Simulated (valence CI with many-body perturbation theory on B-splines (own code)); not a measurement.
Nb19+: M1 decay

Calculated by valence CI with perturbative core correlation (CI+MBPT): four valence electrons over a frozen Dirac-Fock core [Ar], a basis of 9 s, 9 p, 10 d, 8 f, 5 g, 3 h, 1 i functions for each j, with the one-electron correlation potential Σ1 (screened to all orders), the two-electron term Σ2, the three-electron term Σ3, Breit, model QED; selected single and double excitations, second order for the rest (own B-spline code, finite nucleus).

No measured spectrum was set against this ion. As an estimate, terms of the open shell hold to 2 to 4 % of their energy, and close levels can change places. Core correlation moves these levels by up to 9400 cm⁻¹, and in measured spectra 5 to 20 % of such shifts remained as error; rates that hang on mixing are uncertain with them. Only levels of the ground parity were solved; by the run's estimate the other parity begins above the list, which can be wrong where configurations are misplaced.

Lines 51 to 100 of 120 in falling wavelength, among levels below 384140 cm⁻¹, chosen from the decays that carry over 1 % of a level's rate. Wavelengths and rates use the calculated energies, so an error of 2000 cm⁻¹ moves a line at 182.6 nm by 3.7 % and its rate by three times that or more. S is in atomic units (e²a₀⁴ for E2 and M2, e²a₀⁶ for E3), for M1 in squared Bohr magnetons. Weak lines are less certain than strong ones. Lines between different terms over intervals too small for the method are left out, as are lines whose strength nearly cancels.

Names give the largest LS component (configuration and term), which can be under half, so a name can repeat, a term be missing and a line seem to break the LS rules; names also repeat where a configuration has a term twice. Letters in brackets count levels of one name in rising energy.

| λ vac (nm) | Upper | Lower | Type | A (s⁻¹) | S (a.u.) |
| --- | --- | --- | --- | --- | --- |
| 182.6 | 3d4 1D_2 [a] | 3d4 3P_2 [a] | M1 | 2.49e+02 | 2.81e-01 |
| 182.4 | 3d4 3G_3 | 3d4 5D_4 | M1 | 3.50e+01 | 5.52e-02 |
| 174.7 | 3d4 3P_0 [a] | 3d4 5D_1 | M1 | 2.20e+03 | 4.36e-01 |
| 168.7 | 3d4 1F_3 | 3d4 3F_3 [a] | M1 | 1.52e+01 | 1.90e-02 |
| 167.6 | 3d4 3F_3 [b] | 3d4 1G_4 [a] | M1 | 1.89e+02 | 2.31e-01 |
| 161.5 | 3d4 1G_4 [a] | 3d4 3H_5 | M1 | 1.60e+02 | 2.25e-01 |
| 160.5 | 3d4 3G_3 | 3d4 5D_3 | M1 | 4.07e+02 | 4.36e-01 |
| 157.7 | 3d4 3P_2 [b] | 3d4 3D_2 | M1 | 3.03e+02 | 2.20e-01 |
| 156.6 | 3d4 1F_3 | 3d4 3G_4 | M1 | 1.08e+02 | 1.07e-01 |
| 156.3 | 3d4 1S_0 [a] | 3d4 3P_1 [a] | M1 | 2.00e+03 | 2.83e-01 |
| 154.9 | 3d4 1F_3 | 3d4 3P_2 [a] | M1 | 1.15e+02 | 1.11e-01 |
| 152.3 | 3d4 3F_2 [a] | 3d4 5D_3 | M1 | 2.14e+01 | 1.40e-02 |
| 146.1 | 3d4 3F_4 [a] | 3d4 5D_4 | M1 | 4.32e+02 | 4.49e-01 |
| 142.6 | 3d4 3D_1 | 3d4 3P_0 [a] | M1 | 4.57e+02 | 1.47e-01 |
| 142.1 | 3d4 3P_1 [a] | 3d4 5D_2 | M1 | 1.48e+03 | 4.73e-01 |
| 141.7 | 3d4 3F_2 [b] | 3d4 3D_1 | M1 | 3.02e+02 | 1.59e-01 |
| 141.3 | 3d4 3G_3 | 3d4 5D_2 | M1 | 2.04e+02 | 1.50e-01 |
| 139.2 | 3d4 1F_3 | 3d4 3F_4 [a] | M1 | 7.83e+01 | 5.48e-02 |
| 138.3 | 3d4 1D_2 [a] | 3d4 3F_2 [a] | M1 | 1.61e+02 | 7.90e-02 |
| 134.9 | 3d4 3F_2 [a] | 3d4 5D_2 | M1 | 3.97e+02 | 1.81e-01 |
| 132.2 | 3d4 1D_2 [a] | 3d4 3G_3 | M1 | 4.37e+02 | 1.87e-01 |
| 131.7 | 3d4 3F_4 [a] | 3d4 5D_3 | M1 | 1.32e+02 | 1.01e-01 |
| 131.6 | 3d4 3F_2 [b] | 3d4 3D_2 | M1 | 3.07e+02 | 1.30e-01 |
| 131.5 | 3d4 1G_4 [a] | 3d4 3H_4 | M1 | 4.56e+01 | 3.46e-02 |
| 131.5 | 3d4 3F_4 [b] | 3d4 3D_3 | M1 | 4.16e+02 | 3.15e-01 |
| 131.4 | 3d4 1D_2 [a] | 3d4 3P_1 [a] | M1 | 1.91e+02 | 8.03e-02 |
| 130.8 | 3d4 3G_4 | 3d4 5D_4 | M1 | 2.02e+02 | 1.51e-01 |
| 130.1 | 3d4 3F_4 [b] | 3d4 3G_5 | M1 | 1.94e+02 | 1.43e-01 |
| 123.4 | 3d4 3F_3 [a] | 3d4 5D_4 | M1 | 1.18e+02 | 5.75e-02 |
| 121.5 | 3d4 3F_2 [b] | 3d4 3D_3 | M1 | 2.10e+01 | 6.99e-03 |
| 120.3 | 3d4 3F_2 [a] | 3d4 5D_1 | M1 | 3.44e+02 | 1.11e-01 |
| 120.2 | 3d4 3P_2 [a] | 3d4 5D_3 | M1 | 3.48e+02 | 1.12e-01 |
| 119.2 | 3d4 3G_4 | 3d4 5D_3 | M1 | 1.27e+02 | 7.16e-02 |
| 117.0 | 3d4 1F_3 | 3d4 3G_3 | M1 | 1.75e+02 | 7.26e-02 |
| 116.6 | 3d4 3F_4 [b] | 3d4 3F_3 [a] | M1 | 1.41e+02 | 7.46e-02 |
| 113.0 | 3d4 3F_3 [a] | 3d4 5D_3 | M1 | 2.55e+02 | 9.57e-02 |
| 111.2 | 3d4 3G_5 | 3d4 5D_4 | M1 | 3.09e+01 | 1.73e-02 |
| 110.2 | 3d4 3D_3 | 3d4 5D_4 | M1 | 4.24e+02 | 1.47e-01 |
| 109.1 | 3d4 3P_2 [a] | 3d4 5D_2 | M1 | 9.47e+00 | 2.28e-03 |
| 108.7 | 3d4 3F_2 [b] | 3d4 3F_3 [a] | M1 | 8.56e+02 | 2.04e-01 |
| 103.1 | 3d4 3F_3 [a] | 3d4 5D_2 | M1 | 1.12e+02 | 3.20e-02 |
| 102.8 | 3d4 3F_2 [b] | 3d4 3P_2 [a] | M1 | 6.45e+01 | 1.30e-02 |
| 101.8 | 3d4 3D_3 | 3d4 5D_3 | M1 | 1.47e+02 | 4.03e-02 |
| 101.7 | 3d4 3F_4 [b] | 3d4 3F_4 [a] | M1 | 5.61e+02 | 1.97e-01 |
| 100.3 | 3d4 1F_3 | 3d4 3H_4 | M1 | 1.29e+02 | 3.36e-02 |
| 100.2 | 3d4 3F_3 [b] | 3d4 3G_4 | M1 | 9.50e+01 | 2.48e-02 |
| 99.33 | 3d4 3P_2 [a] | 3d4 5D_1 | M1 | 4.91e+01 | 8.93e-03 |
| 95.71 | 3d4 3D_2 | 3d4 5D_3 | M1 | 9.98e+02 | 1.62e-01 |
| 94.71 | 3d4 3P_2 [b] | 3d4 3G_3 | M1 | 8.96e+01 | 1.41e-02 |
| 94.34 | 3d4 3P_2 [b] | 3d4 3P_1 [a] | M1 | 1.49e+02 | 2.31e-02 |
